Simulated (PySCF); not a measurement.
## Mg (magnesium, neutral) across methods

[Ne] 3d2, high-spin 3F determinant (an excited configuration). All numbers are calculated (PySCF 2.14, scalar relativity by spin-free X2C-1e, in x2c-QZVPPall with one added diffuse shell each of s, p, d, f type (10s7p6d3f, 82 functions)).

| method | E (hartree) | mean ε 2p α (eV) | mean ε 2p β (eV) | mean ε 3d α (eV) | Σ⟨r²⟩ (bohr²) | ⟨S²⟩ |
| --- | --- | --- | --- | --- | --- | --- |
| wB97X | -199.8742 | -62.424 | -62.423 | -2.531 | 101.4 | 2.000 |
| UHF | -199.44102 | -71.680 | -71.676 | -2.420 | 109.2 | 2.000 |
| PBE | -199.7802 | -55.713 | -55.692 | -1.476 | 88.89 | 2.000 |
| r2SCAN0 | -199.8550 | -61.088 | -61.080 | -1.704 | 96.40 | 2.000 |
| LDA | -198.9411 | -55.955 | -55.938 | -1.414 | 93.13 | 2.000 |
| r2SCAN | -199.8679 | -57.281 | -57.273 | -1.411 | 93.18 | 2.000 |
| CAM-B3LYP | -199.8714 | -61.364 | -61.352 | -2.145 | 95.52 | 2.000 |
| PBEsol | -199.3404 | -55.670 | -55.651 | -1.409 | 90.58 | 2.000 |
| PBE0 | -199.7897 | -59.955 | -59.938 | -1.768 | 92.32 | 2.000 |

The outer electron is Rydberg-like, and this basis confines it to a smaller radius and binds it less than a complete one would.
